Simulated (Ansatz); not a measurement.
Gas-phase electronic energies from Ansatz, PBE0-D4/def2-TZVP geometries. CBS: MP2 limit from def2 TZ/QZ plus the TZ coupled-cluster correction, frozen cores. Functionals use def2-TZVPP. def2 core potentials past Kr. For Sn outer-core shells are correlated without core-valence functions, which leaves a few kJ/mol of doubt a bond. One conformer a species, not always the lowest.

Consider the ligand exchange at the Si–C bond: `FB1CC1[SiH3]` + `[NH2][Sn][OH]` → `[NH2][Sn][O][SiH3]` + `FB1CC1`.

`FB1CC1[SiH3]`:

Cartesian coordinates in Å:
```
F -1.086 0.620 2.432
B -0.644 -0.025 1.383
C -0.828 -1.141 0.384
C 0.469 -0.206 0.382
Si 0.683 0.925 -1.071
H -1.485 -1.049 -0.477
H -0.675 -2.175 0.683
H 1.392 -0.677 0.718
H -0.635 1.539 -1.394
H 1.151 0.181 -2.272
H 1.658 2.007 -0.770
```

`[NH2][Sn][OH]`:

Z-matrix (Å, degrees):
```
N
Sn 1 2.022
H 1 1.010 2 126.2
H 1 1.009 2 123.1 3 -180.0
O 2 1.984 1 96.6 3 -0.1
H 5 0.960 2 116.5 1 -0.1
```

`[NH2][Sn][O][SiH3]`:

Cartesian coordinates in Å:
```
N -0.286 -2.034 -0.142
Sn 1.584 -1.489 0.359
O 1.216 0.466 0.329
Si 0.065 1.581 0.069
H -1.041 -1.386 -0.313
H -0.588 -2.990 -0.250
H -1.251 0.960 -0.278
H 0.445 2.475 -1.060
H -0.143 2.416 1.284
```

`FB1CC1`:

```xyz
8

F     2.141    0.337   -0.747
B     0.918    0.145   -0.320
C    -0.538    0.543   -0.368
C    -0.027   -0.632    0.566
H    -0.894    1.437    0.135
H    -1.174    0.253   -1.201
H    -0.073   -0.450    1.636
H    -0.352   -1.634    0.300
```

CCSD(T)/CBS gives -0.97 eV.

(1) Another level gave -0.98 eV. Which?
A. MP2/def2-TZVPP
B. PBE/def2-TZVPP
C. SCS-MP2/def2-TZVPP
D. PBE0/def2-TZVPP

Largest T1 diagnostic among the species: 0.017.

Results:

(1) A. MP2/def2-TZVPP -0.98, PBE0 -0.89, PBE -0.83, SCS-MP2/def2-TZVPP -1.02 eV.

From PBE to PBE0 (25 % exact exchange), in def2-TZVPP and without D4, ΔE moves by −0.06 eV. In def2-TZVPP, CCSD(T) changes the Hartree–Fock value by +0.21 eV (the triples alone add +0.03 eV) and MP2 by +0.22 eV.
